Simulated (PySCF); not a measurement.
[IrCl6]2- (`[Cl][Ir-2]([Cl])([Cl])([Cl])([Cl])[Cl]`) [radical] (charge -2 and doublet state). Method: PBE0-D3(BJ)/def2-SVP geometry optimisation, gas phase, def2 core potentials past Kr in PySCF 2.14.0.

```
atom  x, y, z in Å
Ir1    0.0003   -0.0002    0.0001
Cl2   -0.0375   -0.0079    2.3656
Cl3    0.0350    0.0083   -2.3653
Cl4    2.3661    0.0030    0.0012
Cl5   -2.3654   -0.0030   -0.0041
Cl6   -0.0058    2.3438    0.0122
Cl7    0.0073   -2.3440   -0.0097
```

Question: What is the longest distance between nuclei?

Answer: Cl4···Cl5 and Cl2···Cl3, 4.732 Å down to 4.731 Å.

Question: What is the repulsion energy of the bare nuclei, Σ ZA·ZB/RAB?

Answer: 2409.75 Eh over 21 pairs, with full nuclear charges and distances in bohr; the largest single term is 295.54 Eh (Ir1 with Cl7).

Question: Work out the bond lengths Ir1–Cl2, Ir1–Cl3, Ir1–Cl4, Ir1–Cl5, Ir1–Cl6, Ir1–Cl7 in Å.

Answer: For Ir1–Cl2 the difference vector is (-0.0378, -0.0077, 2.3655) Å, of length 2.3658 Å. Ir1–Cl2 2.366; Ir1–Cl3 2.366; Ir1–Cl4 2.366; Ir1–Cl5 2.366; Ir1–Cl6 2.344; Ir1–Cl7 2.344 Å.

Question: Where is the centre of mass (commonest isotopes), and what is the radius of gyration?

Answer: Mass 402.776 u; centre at (0.000, 0.000, 0.000) Å; Rg = √(Σ m r²/M) = 1.702 Å. As Ia + Ib + Ic = 2 Σ m r², the three principal moments sum to 2334.2 u·Å².

Question: What are the angles Cl2–Ir1–Cl6, Cl2–Ir1–Cl3, Cl6–Ir1–Cl7, Cl4–Ir1–Cl7, Cl3–Ir1–Cl7, Cl5–Ir1–Cl6?

Answer: From the scalar product of the two bond vectors; for Cl2–Ir1–Cl6 it is 0.0108 Å² over 2.3658 × 2.3440 Å², cos θ = 0.0019. Cl2–Ir1–Cl6 89.9°; Cl2–Ir1–Cl3 179.9°; Cl6–Ir1–Cl7 179.9°; Cl4–Ir1–Cl7 89.9°; Cl3–Ir1–Cl7 90.0°; Cl5–Ir1–Cl6 89.9°.

Question: How far apart are these pairs, which share no bond: Cl2···Cl5, Cl3···Cl4, Cl3···Cl7, Cl4···Cl6, Cl4···Cl7, Cl5···Cl6?

Answer: Cl2···Cl5 3.322 Å (2 bonds apart); Cl3···Cl4 3.322 Å (2 bonds apart); Cl3···Cl7 3.329 Å (2 bonds apart); Cl4···Cl6 3.332 Å (2 bonds apart); Cl4···Cl7 3.328 Å (2 bonds apart); Cl5···Cl6 3.328 Å (2 bonds apart).

Question: Write the matrix of distances between heavy atoms (Å, lower triangle).

Answer: 
```
Ir1   0.000
Cl2   2.366  0.000
Cl3   2.366  4.731  0.000
Cl4   2.366  3.372  3.322  0.000
Cl5   2.366  3.322  3.367  4.732  0.000
Cl6   2.344  3.327  3.333  3.332  3.328  0.000
Cl7   2.344  3.332  3.329  3.328  3.333  4.688  0.000
```

Stationary, but not proved a minimum. ⟨S²⟩ = 0.754 (exact for a doublet: 0.75). Whether so highly charged an anion holds all its electrons in the gas phase wasn't checked; a finite basis holds them in any case. The ion is multiply charged and computed without counter-ions or solvent. The geometry's basis has no diffuse functions, a weakness for an anion.

On an x86-64 server with one thread (shared host), this took 99 s of wall time. These figures are those of the optimisation.

Neither the SCF state along the optimisation nor the shape of the open-shell metal species was proved the lowest: other solutions of the same spin, or a structure of lower symmetry, can lie below.
